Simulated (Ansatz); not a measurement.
`FC(Cl)(Cl)Br` → `Cl[C]Cl` + `FBr`  (formal loss of a carbene)

Computed with Ansatz on PBE0-D4/def2-TZVP structures; ΔE is electronic, products minus reactants. CCSD(T)/CBS adds triple-zeta CCSD(T) − MP2 to the extrapolated MP2 energy (def2 sets, frozen cores). This one scheme is used for every species. Functionals use def2-TZVPP. HSE06 is defined as in plane-wave codes. For Br outer-core shells are correlated without core-valence functions, which leaves a few kJ/mol of doubt a bond. Scalar relativity is left out up to krypton.

**Question.** Is it downhill or uphill in electronic energy at CCSD(T)/CBS, and by how much? (Estimate.)

**Answer.** Ansatz gave: Uphill: ΔE = +419.2 kJ/mol.

**Question.** What do these levels give: r2SCAN-D4, B97M-V, HSE06-D4, CAM-B3LYP-D4, PBE-QIDH, revPBE, PBE0, r2SCANh, r2SCAN0, HSE06, BHLYP, SCS-MP2/def2-TZVPP? (An estimate is asked.)

**Answer.** The calculation gave: r2SCAN-D4 427.1, B97M-V 400.1, HSE06-D4 433.9, CAM-B3LYP-D4 421.0, PBE-QIDH 450.2, revPBE 370.8, PBE0 425.7, r2SCANh 431.9, r2SCAN0 441.8, HSE06 425.9, BHLYP 412.5, SCS-MP2/def2-TZVPP 431.5 kJ/mol.

Largest T1 diagnostic among the species: 0.020, so the coupled-cluster value is less sure than usual.

At CCSD(T), def2-SVP lies +16.5 kJ/mol from the extrapolated value and def2-TZVPP −5.2 kJ/mol. In def2-TZVPP, CCSD(T) changes the Hartree–Fock value by +21.4 kJ/mol (the triples alone add −1.7 kJ/mol) and MP2 by +62.5 kJ/mol. Leaving LDA and LC-ωPBE aside and taking each functional with its dispersion term where it has one, the values, not all of them listed here, spread over 73.1 kJ/mol, from BLYP-D4 to PBE-QIDH. LDA lies +74.5 kJ/mol from PBE without D4.
